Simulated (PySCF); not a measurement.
**Mayer bond orders and bond lengths**

C3H10F2N2Si.
Atom-mapped SMILES: `[CH3:1][C@@H:2]([F:3])[Si:4]([NH2:5])([NH2:6])[CH2:7][F:8]` (hydrogens: H9, H10, H11 on C1; H12 on C2; H13, H14 on N5; H15, H16 on N6; H17, H18 on C7)

Cartesian coordinates in Å at the GFN2-xTB level; atoms count from 1:
```
atom  x, y, z in Å
C1     2.309    0.421    0.129
C2     1.188   -0.161   -0.711
F3     1.451   -1.518   -0.921
Si4   -0.534   -0.011    0.119
N5    -0.834    1.655    0.430
N6    -0.436   -1.023    1.515
C7    -1.920   -0.522   -1.112
F8    -3.144   -0.464   -0.461
H9     2.294   -0.011    1.125
H10    3.276    0.220   -0.326
H11    2.170    1.495    0.207
H12    1.208    0.283   -1.712
H13   -1.791    1.950    0.545
H14   -0.243    2.151    1.077
H15    0.084   -1.884    1.447
H16   -1.260   -1.164    2.080
H17   -2.009    0.137   -1.976
H18   -1.816   -1.550   -1.466
```

Bond orders from the PBE0/pcSseg-1 density (PySCF). Geometry: GFN2-xTB, one conformer, isolated molecule.

**Question.** Where do the orders between heavy atoms depart from those drawn in the SMILES?

**Answer.** The largest departure is 0.195, at C2–F3 (drawn single, 0.805) and C2–Si4 (drawn single, 0.808). Drawn single, order below 0.88: C2–F3 (0.805), C2–Si4 (0.808), Si4–C7 (0.861) and C7–F8 (0.820).

**Question.** Give the Mayer order of every bond, beside its length.

**Answer.** 
```tsv
bond	drawn as	length (Å)	Mayer order
C1–C2	single	1.517	1.059
C2–F3	single	1.399	0.805
C2–Si4	single	1.918	0.808
Si4–N5	single	1.722	1.079
Si4–N6	single	1.727	1.069
Si4–C7	single	1.923	0.861
C7–F8	single	1.387	0.820
C1–H9	single	1.086	0.956
C1–H10	single	1.088	0.958
C1–H11	single	1.085	0.952
C2–H12	single	1.095	0.941
N5–H13	single	1.007	0.942
N5–H14	single	1.007	0.942
N6–H15	single	1.009	0.940
N6–H16	single	1.009	0.946
C7–H17	single	1.091	0.944
C7–H18	single	1.092	0.949
```

By pair of heavy elements: C–F: all 2 within 0.02 of one another (0.805 to 0.820). C–Si: lowest C2–Si4 (0.808, 1.918 Å), highest Si4–C7 (0.861, 1.923 Å); in 1 of the 1 pairs the longer bond (by over 0.003 Å) has the higher order (by 0.02 or more). N–Si: all 2 within 0.02 of one another (1.069 to 1.079).

**Question.** Sum the orders of all bonds at each heavy atom with more than one neighbour and set the sums beside the valence in the SMILES.

**Answer.** C1 3.925 (drawn 4), C2 3.613 (drawn 4), Si4 3.817 (drawn 4), N5 2.963 (drawn 3), N6 2.955 (drawn 3), C7 3.574 (drawn 4). Orders between atoms that aren't bonded are not in these sums.

The Mayer order sums products of elements of PS (density times overlap matrix) between the two atoms' basis functions, so it depends on the basis set.
